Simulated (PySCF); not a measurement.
**Worked example: entropy of an ideal gas**

HfO, SMILES [O]=[Hf], multiplicity 1.

Geometry: PBE0-D3(BJ)/def2-TZVPD. The multiplicity is an assumed one; other spin states were not compared. The def2 effective core potentials stand for the cores of Hf; spin–orbit coupling is left out.

PBE0-D3(BJ)/def2-TZVPD run with PySCF gives the harmonic wavenumbers 997 cm⁻¹ and the rotational temperature 0.5571 K. The molar mass is 194.49 g/mol, the symmetry number 1, the spin multiplicity 1.

Work out the entropy at 298.15 K and 1 atm in the rigid-rotor, harmonic-oscillator model.


Translation (Sackur–Tetrode at 1 atm): S = R[1.5 ln M + 2.5 ln T − 1.16487] = 174.5 J/(mol K).
Rotation: q = T/(σ θ) = 535, S = R[ln q + 1] = 60.6 J/(mol K).
Vibration: with u = 1.4388 ν/T, each mode gives R[u/(e^u − 1) − ln(1 − e^−u)]:
```tsv
ν (cm⁻¹)	modes	u	S (J/(mol K))
997	1	4.81	0.40
```
These are all the modes. Sum 0.4 J/(mol K).
Spin: R ln 1 = 0.0 J/(mol K).
Total 235.4 J/(mol K); the program's own thermochemistry gives 235.4. Translation makes up 74 % and vibration 0 %. Anharmonicity, hindered rotation and orbital degeneracy are left out.
